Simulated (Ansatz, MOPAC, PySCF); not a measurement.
Bond stretch in Mg2, singlet.

- RKS-M06-2X/6-31G* = restricted M06-2X/6-31G*, spherical d (PySCF 2.14.0)
- UKS-B3LYP/6-31G* = unrestricted B3LYP/6-31G*, spherical d in PySCF 2.14.0
- PM7, restricted, heats of formation (MOPAC)
- FCI = full CI/aug-cc-pVDZ, frozen core run with Ansatz (a quantum-chemistry and plane-wave program)

Energies relative to the lowest point of each curve near equilibrium, in kJ/mol; the last columns give the difference from FCI:

| R / Å | RKS-M06-2X/6-31G* | UKS-B3LYP/6-31G* | PM7 | FCI | RKS-M06-2X/6-31G* − FCI | UKS-B3LYP/6-31G* − FCI | PM7 − FCI |
|---|---|---|---|---|---|---|---|
| 2.74 | 41.4 | 40.9 | 89.0 | 44.6 | -3.2 | -3.7 | 44.4 |
| 2.90 | 24.3 | 23.8 | 50.6 | 26.7 | -2.4 | -2.9 | 23.9 |
| 3.06 | 13.5 | 13.1 | 26.6 | 15.6 | -2.1 | -2.4 | 11.0 |
| 3.29 | 4.9 | 4.9 | 8.3 | 6.8 | -1.9 | -1.9 | 1.5 |
| 3.38 | 3.0 | 3.1 | 4.6 | 4.8 | -1.8 | -1.7 | -0.2 |
| 3.50 | 1.4 | 1.5 | 1.7 | 3.0 | -1.6 | -1.4 | -1.3 |
| 3.60 | 0.6 | 0.7 | 0.5 | 1.9 | -1.4 | -1.2 | -1.4 |
| 3.70 | 0.1 | 0.3 | 0.0 | 1.2 | -1.1 | -0.9 | -1.2 |
| 3.80 | 0.0 | 0.0 | 0.0 | 0.7 | -0.7 | -0.7 | -0.7 |
| 3.99 | 0.3 | 0.0 | 0.8 | 0.2 | 0.2 | -0.2 | 0.6 |
| 4.16 | 0.9 | 0.2 | 1.7 | 0.0 | 0.9 | 0.2 | 1.7 |
| 4.48 | 2.0 | 0.7 | 3.0 | 0.1 | 2.0 | 0.6 | 2.9 |
| 4.91 | 3.4 | 1.2 | — | 0.5 | 2.9 | 0.6 | — |
| 5.33 | 4.4 | 1.5 | — | 1.1 | 3.3 | 0.4 | — |
| 5.97 | 5.1 | 1.6 | — | 1.9 | 3.2 | -0.3 | — |
| 6.38 | 5.2 | 1.6 | — | 2.2 | 3.0 | -0.6 | — |
| 7.20 | 5.5 | 1.6 | — | 2.7 | 2.8 | -1.1 | — |
| 7.90 | 5.7 | 1.6 | — | 2.8 | 2.8 | -1.3 | — |
| 8.72 | 5.8 | 1.5 | — | 2.9 | 2.8 | -1.4 | — |
| 9.72 | 5.8 | 1.5 | — | 3.0 | 2.8 | -1.5 | — |
| 10.88 | 5.9 | 1.5 | — | 3.0 | 2.8 | -1.5 | — |

RKS-M06-2X/6-31G* is furthest from FCI at 5.33 (3.3 kJ/mol, above); its mean absolute difference over the points is 2.2 kJ/mol.

UKS-B3LYP/6-31G* is furthest from FCI at 2.74 (-3.7 kJ/mol, below); its mean absolute difference over the points is 1.3 kJ/mol.

PM7 is furthest from FCI at 2.74 (44.4 kJ/mol, above); its mean absolute difference over the points is 7.6 kJ/mol.

A dash means that the run gave no value there, or that the column was ended at a point which the program doubted or which failed a test of continuity chosen for this set; such a test can also cut sound points.
